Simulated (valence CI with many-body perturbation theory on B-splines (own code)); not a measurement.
## Ir37+: E2, M1 decay

Method: valence CI with perturbative core correlation (CI+MBPT): four valence electrons over a frozen Dirac-Fock core [Kr], a basis of 7 s, 7 p, 8 d, 6 f, 4 g, 1 h functions for each j, with the one-electron correlation potential Σ1 (screened to all orders), the two-electron term Σ2, the three-electron term Σ3, Breit, model QED; selected single and double excitations, second order for the rest, scaled by the run's own slope (own B-spline code, finite nucleus).

The last digits are not significant, and no measured levels were compared; by estimate large intervals hold to a few tenths of a per cent, small ones and those within an open d or f shell to about a per cent. The list stops below the first excitations out of the core.

Lines 1 to 50 of 119 in falling wavelength, among levels below 1086000 cm⁻¹, chosen from the decays that carry over 1 % of a level's rate. Wavelengths and rates use the calculated energies. Electric multipoles are in the length gauge, E1 and E2 with the static RPA response of the core. S is in atomic units (e²a₀⁴ for E2 and M2, e²a₀⁶ for E3), for M1 in squared Bohr magnetons. Weak lines are less certain than strong ones. Lines between different terms over intervals too small for the method are left out, as are lines whose strength nearly cancels. The highest levels of a list are the least certain.

Levels are named by their leading jj configuration (3d3/2^4 stands for four electrons in 3d with j = 3/2), which in mixed levels can hold well under half, so a name can repeat and another be missing. Letters in brackets count levels of one name in rising energy.

```
λ vac (Å)                      Upper                      Lower  Type   A (s⁻¹)  S (a.u.)
     8560        (4d3/2^3 4d5/2) J=3        (4d3/2^3 4d5/2) J=2    M1  2.20e+01  3.59e+00
     8351      (4d3/2^2 4d5/2^2) J=6      (4d3/2^2 4d5/2^2) J=5    M1  1.26e+01  3.54e+00
     6398        (4d3/2^3 4d5/2) J=3        (4d3/2^3 4d5/2) J=4    M1  3.44e+01  2.34e+00
     2322  (4d3/2^2 4d5/2^2) J=4 [b]  (4d3/2^2 4d5/2^2) J=3 [a]    M1  5.29e+02  2.21e+00
     2159        (4d3/2^3 4d5/2) J=2        (4d3/2^3 4d5/2) J=1    M1  1.78e+03  3.32e+00
     1929  (4d3/2^2 4d5/2^2) J=2 [d]  (4d3/2^2 4d5/2^2) J=2 [c]    M1  1.16e+03  1.54e+00
     1719  (4d3/2^2 4d5/2^2) J=2 [b]  (4d3/2^2 4d5/2^2) J=2 [a]    M1  1.06e+03  1.00e+00
     1641  (4d3/2^2 4d5/2^2) J=4 [c]  (4d3/2^2 4d5/2^2) J=3 [b]    M1  5.69e+02  8.38e-01
     1566        (4d3/2 4d5/2^3) J=0    (4d3/2 4d5/2^3) J=1 [a]    M1  2.11e+03  3.00e-01
     1080  (4d3/2^2 4d5/2^2) J=2 [d]  (4d3/2^2 4d5/2^2) J=2 [b]    M1  9.55e+02  2.23e-01
     1050    (4d3/2 4d5/2^3) J=1 [b]  (4d3/2^2 4d5/2^2) J=0 [b]    M1  6.86e+03  8.83e-01
     1050    (4d3/2 4d5/2^3) J=3 [b]  (4d3/2^2 4d5/2^2) J=2 [d]    M1  2.09e+03  6.28e-01
     1013  (4d3/2^2 4d5/2^2) J=2 [d]  (4d3/2^2 4d5/2^2) J=3 [b]    M1  3.34e+02  6.44e-02
     1011  (4d3/2^2 4d5/2^2) J=2 [c]  (4d3/2^2 4d5/2^2) J=2 [a]    M1  1.54e+03  2.96e-01
    943.8  (4d3/2^2 4d5/2^2) J=4 [c]  (4d3/2^2 4d5/2^2) J=4 [a]    M1  3.74e+03  1.05e+00
    892.8  (4d3/2^2 4d5/2^2) J=2 [d]      (4d3/2^2 4d5/2^2) J=1    M1  2.56e+02  3.37e-02
    874.4    (4d3/2 4d5/2^3) J=2 [b]    (4d3/2 4d5/2^3) J=3 [a]    M1  2.85e+03  3.54e-01
    749.0  (4d3/2^2 4d5/2^2) J=4 [a]        (4d3/2^3 4d5/2) J=3    M1  9.88e+03  1.39e+00
    741.4    (4d3/2 4d5/2^3) J=3 [a]  (4d3/2^2 4d5/2^2) J=2 [b]    M1  2.43e+03  2.57e-01
    726.4  (4d3/2^2 4d5/2^2) J=3 [a]        (4d3/2^3 4d5/2) J=3    M1  5.14e+04  5.11e+00
    724.0  (4d3/2^2 4d5/2^2) J=2 [a]        (4d3/2^3 4d5/2) J=2    M1  2.72e+04  1.91e+00
    720.7    (4d3/2 4d5/2^3) J=3 [a]  (4d3/2^2 4d5/2^2) J=4 [b]    M1  7.99e+03  7.77e-01
    716.6  (4d3/2^2 4d5/2^2) J=2 [d]  (4d3/2^2 4d5/2^2) J=3 [a]    M1  1.06e+03  7.22e-02
    713.4    (4d3/2 4d5/2^3) J=1 [b]  (4d3/2^2 4d5/2^2) J=2 [d]    M1  2.89e+04  1.17e+00
    712.7    (4d3/2 4d5/2^3) J=2 [a]  (4d3/2^2 4d5/2^2) J=2 [c]    M1  7.94e+03  5.33e-01
    710.5    (4d3/2 4d5/2^3) J=3 [c]  (4d3/2^2 4d5/2^2) J=2 [d]    M1  8.28e+03  7.70e-01
    696.5              (4d5/2^4) J=2    (4d3/2 4d5/2^3) J=3 [c]    M1  1.41e+04  8.84e-01
    679.8    (4d3/2 4d5/2^3) J=3 [b]  (4d3/2^2 4d5/2^2) J=2 [c]    M1  2.31e+03  1.88e-01
    670.5  (4d3/2^2 4d5/2^2) J=4 [a]        (4d3/2^3 4d5/2) J=4    M1  7.97e+04  8.02e+00
    669.5  (4d3/2^2 4d5/2^2) J=3 [a]        (4d3/2^3 4d5/2) J=2    M1  3.80e+04  2.96e+00
    665.1        (4d3/2^3 4d5/2) J=1              (4d3/2^4) J=0    M1  8.74e+04  2.86e+00
    663.2  (4d3/2^2 4d5/2^2) J=2 [d]  (4d3/2^2 4d5/2^2) J=2 [a]    M1  2.09e+02  1.13e-02
    662.5    (4d3/2 4d5/2^3) J=1 [a]  (4d3/2^2 4d5/2^2) J=2 [b]    M1  1.05e+04  3.41e-01
    640.6              (4d5/2^4) J=4    (4d3/2 4d5/2^3) J=3 [b]    M1  1.15e+04  1.01e+00
    638.4    (4d3/2 4d5/2^3) J=2 [b]  (4d3/2^2 4d5/2^2) J=2 [d]    M1  5.84e+03  2.82e-01
    637.2  (4d3/2^2 4d5/2^2) J=0 [b]      (4d3/2^2 4d5/2^2) J=1    M1  3.17e+04  3.04e-01
    626.5        (4d3/2 4d5/2^3) J=5  (4d3/2^2 4d5/2^2) J=4 [b]    M1  4.12e+04  4.13e+00
    613.6    (4d3/2 4d5/2^3) J=4 [a]      (4d3/2^2 4d5/2^2) J=5    M1  9.54e+03  7.36e-01
    590.2      (4d3/2^2 4d5/2^2) J=5        (4d3/2^3 4d5/2) J=4    M1  4.68e+04  3.92e+00
    587.1    (4d3/2 4d5/2^3) J=1 [a]      (4d3/2^2 4d5/2^2) J=1    M1  5.56e+04  1.25e+00
    572.8        (4d3/2 4d5/2^3) J=5      (4d3/2^2 4d5/2^2) J=6    M1  2.24e+04  1.71e+00
    565.3      (4d3/2^2 4d5/2^2) J=1        (4d3/2^3 4d5/2) J=2    M1  9.60e+04  1.93e+00
    560.2    (4d3/2 4d5/2^3) J=3 [c]  (4d3/2^2 4d5/2^2) J=4 [c]    M1  5.39e+04  2.46e+00
    560.1  (4d3/2^2 4d5/2^2) J=3 [b]        (4d3/2^3 4d5/2) J=3    M1  1.17e+04  5.35e-01
    559.1        (4d3/2 4d5/2^3) J=6      (4d3/2^2 4d5/2^2) J=6    M1  4.49e+04  3.78e+00
    558.3    (4d3/2 4d5/2^3) J=4 [a]  (4d3/2^2 4d5/2^2) J=3 [a]    M1  5.01e+04  2.91e+00
    554.1  (4d3/2^2 4d5/2^2) J=0 [a]        (4d3/2^3 4d5/2) J=1    M1  2.40e+05  1.51e+00
    553.3  (4d3/2^2 4d5/2^2) J=4 [b]        (4d3/2^3 4d5/2) J=3    M1  1.87e+04  1.06e+00
    552.3    (4d3/2 4d5/2^3) J=2 [a]  (4d3/2^2 4d5/2^2) J=2 [b]    M1  4.67e+04  1.46e+00
    551.3      (4d3/2^2 4d5/2^2) J=6        (4d3/2^3 4d5/2) J=4    E2  9.33e+00  5.51e-03
```
